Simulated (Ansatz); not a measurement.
Consider the substitution at a C–N bond: `CNc1ccccc1` + `N=O` → `O=Nc1ccccc1` + CH₃NH₂.

Isolated molecules relaxed with PBE0-D4/def2-TZVP in Ansatz; ΔE leaves out vibrations. CCSD(T)/CBS adds triple-zeta CCSD(T) − MP2 to the extrapolated MP2 energy (def2 sets, frozen cores). This one scheme is used for every species. DFT in def2-TZVPP. B3LYP here is the variant with VWN-RPA as its local correlation; programs differ in this. HSE06 is defined as in plane-wave codes. One conformer a species, not always the lowest.

Q: Is it downhill or uphill in electronic energy at CCSD(T)/CBS, and by how much? (Best estimate.)

A: Computed: Downhill: ΔE = -0.30 eV.

Q: What do these levels give: LDA (SPW92), revPBE-D4, BLYP-D4, HSE06-D4, BHLYP-D4, PBE, BLYP, PBE0, B3LYP, BHLYP, HF/def2-SVP, MP2/def2-TZVPP? (Estimate.)

A: Computed: LDA (SPW92) -0.32, revPBE-D4 -0.30, BLYP-D4 -0.36, HSE06-D4 -0.30, BHLYP-D4 -0.30, PBE -0.39, BLYP -0.45, PBE0 -0.34, B3LYP -0.40, BHLYP -0.35, HF/def2-SVP -0.23, MP2/def2-TZVPP -0.29 eV.

Largest T1 diagnostic among the species: 0.015.

Leaving LDA and LC-ωPBE aside and taking each functional with its dispersion term where it has one, the values, not all of them listed here, spread over 0.12 eV, from B97M-V to ωB97M-V. LDA lies +0.08 eV from PBE without D4. At CCSD(T), def2-SVP lies +0.13 eV from the extrapolated value and def2-TZVPP +0.02 eV. From r2SCAN to r2SCAN0 (25 % exact exchange), in def2-TZVPP and without D4, ΔE moves by +0.05 eV.
